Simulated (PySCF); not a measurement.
H₂Si₂, SMILES [Si]=[SiH2] (connectivity only; charge and spin as stated), neutral, multiplicity 1. Atoms are numbered in the order given.

```xyz
4

Si     0.0000     0.0000    -0.9705
Si     0.0000     0.0000     1.2278
H      0.0000    -1.2347    -1.8013
H      0.0000     1.2347    -1.8013
```

Geometry optimised at r2SCAN-D4/def2-TZVP. The isomer is the one that the SMILES or the coordinates give; other isomers of the formula were not compared.

Calculation: TDA-PBE/def2-TZVPD (PySCF).

Vertical excitations. Isolated molecule, no solvent. State labels are in the subgroup C2v.

Question: Give excitation energies, oscillator strengths and character. (Estimate from the structure and the level; the computed values follow.)

Answer: 
```tsv
state	symmetry	energy (eV)	λ (nm)	f	main pairs
S1	A2	0.84	1474	0.000	HOMO→LUMO 100 %
S2	B2	2.40	517	0.004	HOMO−1→LUMO 99 %
S3	A1	4.03	308	0.120	HOMO→LUMO+1 70 %, HOMO−2→LUMO 19 %
S4	B1	4.22	294	0.008	HOMO−1→LUMO+1 96 %
S5	B1	4.77	260	0.002	HOMO→LUMO+2 91 %
S6	A1	4.98	249	0.067	HOMO−2→LUMO 71 %, HOMO−1→LUMO+2 15 %
S7	B1	5.09	244	0.095	HOMO→LUMO+3 89 %
S8	A2	5.74	216	0.000	HOMO→LUMO+5 99 %
S9	B1	5.75	216	0.294	HOMO→LUMO+4 88 %
S10	B2	6.25	199	0.085	HOMO→LUMO+6 87 %
T1	A2	0.28	4432	0	HOMO→LUMO 100 %
T2	B2	1.29	962	0	HOMO−1→LUMO 99 %
T3	A1	1.90	652	0	HOMO→LUMO+1 99 %
T4	B1	3.40	364	0	HOMO−1→LUMO+1 95 %
```
Triplets are in the Tamm–Dancoff approximation.
